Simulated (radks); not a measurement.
The numbers below are computed, except where a source is named.
Problem. Isoelectronic series with 5 electrons, all held in the configuration [He] 2s2 2p1, which need not be the ground one along the series. Level of theory: Dirac Kohn-Sham, PBE, spin-unpolarised, spherical densities, point nucleus; open shells fill j = l - 1/2 first (a radial shooting solver on a logarithmic mesh with Libxc functionals). Total energies (hartree) and mean radii <r> (bohr) (* marks an orbital that is empty in some or all of the ions):

ion    E (hartree)  3p1/2*  3s1/2*   2p3/2*    2p1/2   2s1/2    1s1/2
Kr31+  -1730.91947  0.3744  0.3980   0.1480   0.1446  0.1712  0.04129
Rb32+  -1832.75099  0.3628  0.3859   0.1437   0.1402  0.1661  0.04011
Sr33+  -1937.67322  0.3520  0.3746   0.1396   0.1360  0.1613  0.03898
Zr35+  -2156.87448  0.3320  0.3537   0.1321   0.1283  0.1524  0.03690
Nb36+  -2271.19790  0.3228  0.3440   0.1286   0.1247  0.1482  0.03594
Mo37+  -2388.70083  0.3140  0.3348   0.1253   0.1213  0.1443  0.03502
Tc38+  -2509.40763  0.3057  0.3261   0.1222   0.1181  0.1406  0.03414
Rh40+  -2760.53475  0.2902  0.3098   0.1163   0.1120  0.1336  0.03249
Pd41+  -2891.00840  0.2830  0.3023   0.1136   0.1092  0.1303  0.03172
Ag42+  -3024.79265  0.2761  0.2950   0.1110   0.1065  0.1272  0.03098
Cd43+  -3161.91666  0.2695  0.2881   0.1085   0.1040  0.1242  0.03028
In44+  -3302.41069  0.2632  0.2814   0.1061   0.1015  0.1213  0.02959
Sn45+  -3446.30606  0.2571  0.2751   0.1039  0.09910  0.1185  0.02894
Sb46+  -3593.63526  0.2513  0.2689   0.1017  0.09681  0.1159  0.02831
Te47+  -3744.43195  0.2457  0.2631  0.09957  0.09461  0.1133  0.02770
I48+   -3898.73101  0.2404  0.2574  0.09755  0.09249  0.1109  0.02712
Xe49+  -4056.56861  0.2352  0.2520  0.09561  0.09045  0.1085  0.02655
Cs50+   -4217.9822  0.2302  0.2467  0.09374  0.08848  0.1062  0.02601
Ba51+   -4383.0106  0.2254  0.2416  0.09194  0.08658  0.1040  0.02548

Estimate the row of Ru39+.

Solution. E (hartree) -2633.34354; 3p1/2* 0.2978; 3s1/2* 0.3178; 2p3/2* 0.1192; 2p1/2 0.1150; 2s1/2 0.1370; 1s1/2 0.03330.
